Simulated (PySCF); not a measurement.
## Excitation energy of Ag⁺ by level of theory

Ag⁺ [Kr] 4d10 (1S) → Ag⁺ [Kr] 4d9 5p1 (high-spin determinant), as a difference of total energies. Computed with PySCF 2.14 in x2c-TZVPPall with one added diffuse shell each of s, p, d, f type (9s7p7d3f1g, 95 functions), with scalar relativity by spin-free X2C-1e. Correlated levels: valence and next inner shell: [Ar] 3d10 frozen. The calculations carry no spin-orbit coupling.

```csv
method,excitation energy (eV)
UHF,9.257
MP2 (valence and next inner shell),10.670
SCS-MP2 (valence and next inner shell),10.537
CCSD (valence and next inner shell),10.206
CCSD(T) (valence and next inner shell),10.252
```

**Question.** How much does correlation contribute at CCSD(T) (valence and next inner shell)?

**Answer.** 10.252 − (9.257) = 0.995 eV, measured against UHF.

A first-order spin-orbit estimate (lowest level to lowest level, LS coupling) adds -0.154 eV.

The determinant of the upper state mixes LS terms, which raises its energy above the lowest term, most at the Hartree-Fock and MP2 levels.
